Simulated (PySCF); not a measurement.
**Steps of a relaxation of WH4**

WH4 (triplet; a saddle point, relaxed within its symmetry). PySCF 2.14.0, UKS r2SCAN, W def2-SVP with ECP60, H def2-SVP; non-relativistic Hamiltonian with scalar-relativistic core potentials where named; density fitting; no spin-orbit coupling. Origin of the start: template. Columns: position (Å) and force (eV/Å). Energies are counted from the last step; some of the 4 steps are shown. Forces carry noise of the integration grid, about 0.01 to 0.03 eV/Å.

Run from Python with OMP_NUM_THREADS=2. Where DIIS fails, smearing, a level shift and second-order steps follow.
It took 32 s on 2 threads of AMD EPYC 7R43 64-Core Processor (Zen 3), with other jobs on the host, from the converged density of the start.

```xyz
5
step 0  E = 0.087 eV
W     0.0000    0.0000    0.0000     0.00    0.00    0.00
H     1.7800    0.0000    0.0000     0.75    0.48    0.00
H     0.0000    1.7800    0.0000     0.48    0.75    0.00
H    -1.7800    0.0000    0.0000    -0.75   -0.48    0.00
H     0.0000   -1.7800    0.0000    -0.48   -0.75    0.00
```

```xyz
5
step 1  E = 0.022 eV
W     0.0000    0.0000    0.0000     0.00    0.00    0.00
H     1.8094    0.0000    0.0000     0.36    0.47    0.00
H     0.0000    1.8094    0.0000     0.47    0.36    0.00
H    -1.8094    0.0000    0.0000    -0.36   -0.47    0.00
H     0.0000   -1.8094    0.0000    -0.47   -0.36    0.00
```

```xyz
5
step 2  E = 0.000 eV
W     0.0000    0.0000    0.0000     0.00    0.00    0.00
H     1.8368    0.0000    0.0000     0.04    0.45    0.00
H     0.0000    1.8368    0.0000     0.45    0.04    0.00
H    -1.8368    0.0000    0.0000    -0.04   -0.45    0.00
H     0.0000   -1.8368    0.0000    -0.45   -0.04    0.00
```

Task: Where does the relaxation end?

Result: It converges at step 3 in D4h:
```xyz
5
step 3  E = 0
W     0.0000    0.0000    0.0000
H     1.8404    0.0000    0.0000
H     0.0000    1.8404    0.0000
H    -1.8404    0.0000    0.0000
H     0.0000   -1.8404    0.0000
```

Task: How did the contacts change?

Result: 
```tsv
contact	start (Å)	end (Å)
W1–H2 (H)	1.780	1.840
W1–H3 (H)	1.780	1.840
W1–H4 (H)	1.780	1.840
W1–H5 (H)	1.780	1.840
```


The relaxed state isn't the lowest spin state tried at its geometry. The relaxed state is spin-contaminated (spin squared 3.04 against 2.00). Open shells may have lower solutions than the one found.
